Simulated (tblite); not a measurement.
C5H7F3O.
Z-matrix (Å and degrees, GFN2-xTB geometry), rows numbered from 1:
```
F 
C   1  1.3425
F   2  1.3408  1  106.34
F   2  1.3428  1  106.44  3  -113.18
C   2  1.5168  1  112.03  3   123.94
C   5  1.5396  2  111.65  1   -65.65
C   6  1.5361  5  102.58  2  -109.81
O   7  1.4099  6  104.97  5   -30.93
C   8  1.4039  7  106.38  6    41.93
H   5  1.0915  2  106.75  1    57.10
H   6  1.0883  5  112.42  2    10.91
H   6  1.0887  5  110.16  2   132.55
H   7  1.0890  6  113.60  5  -148.63
H   7  1.0993  6  110.29  5    87.86
H   9  1.1001  5  109.68  2    14.71
H   9  1.0900  5  113.14  2  -107.23
```

All values are computed: GFN2-xTB (tblite) harmonic vibrations without scaling, gas phase. This tight-binding method is rough: wavenumbers can miss measured ones by several per cent, in bad cases by 10 to 20. One conformer, not necessarily the lowest.

Harmonic wavenumbers (cm⁻¹): 51.0, 65.5, 171.8, 230.8, 270.6, 330.6, 377.6, 465.3, 516.5, 575.2, 649.1, 670.2, 783.5, 875.6, 963.4, 974.9, 977.8, 1018.9, 1033.5, 1072.8, 1086.6, 1091.8, 1109.7, 1154.4, 1174.5, 1200.6, 1216.7, 1248.0, 1283.4, 1288.4, 1308.6, 1330.8, 1465.3, 1473.1, 1478.0, 2878.6, 2882.8, 2986.1, 3005.8, 3012.4, 3020.3, 3027.2.

A = 3080, B = 1211, C = 1084 MHz; mass 140.045 u (most abundant isotopes); point group C1, symmetry number 1.

**Question.** What is the zero-point energy?

**Answer.** ½Σν̃ = 25899 cm⁻¹ = 74.05 kcal/mol.

**Question.** What is S at 500 K and 1 bar for an ideal gas of classical rigid rotors and harmonic oscillators?

**Answer.** Translation 43.32, rotation 30.31, vibration 38.05: S = 111.7 cal/(mol K).

**Question.** And Cp and H(500 K) − H(0)?

**Answer.** Cp = 49.28 cal/(mol K), of which vibrations give 41.33 (their classical limit is 42 R = 83.5); H(500 K) − H(0) = 14.06 kcal/mol without the zero-point energy, 10.08 from vibrations.

**Question.** Which modes carry the vibrational entropy at 500 K?

**Answer.** 51.0 cm⁻¹: 5.80; 65.5 cm⁻¹: 5.31; 171.8 cm⁻¹: 3.41; 230.8 cm⁻¹: 2.84; 270.6 cm⁻¹: 2.53; 330.6 cm⁻¹: 2.16 cal/(mol K); the other 36 give 16.01 together.

**Question.** Blend soft modes into free rotors: weight 1/[1 + (100 cm⁻¹/ν̃)⁴] for the oscillator and the rest for a rotor with moment μB/(μ + B), μ = h/(8π²ν), B = 10⁻⁴⁴ kg m². What vibrational entropy results?

**Answer.** 35.05 cal/(mol K) in place of 38.05, which changes −T·S at 500 K by +1.50 kcal/mol.

Hindered rotation and anharmonicity are outside this model. Other conformers, if any are populated, would add a mixing term that is left out. The structure is chiral; the term R ln 2 for an equal mix with its mirror image is left out.

On one thread of an Arm Neoverse V1, no GPU, shared host with 32 logical CPUs at a one-minute load of 13, this took 0.45 s wall. This covers the Hessian and the dipole derivatives.
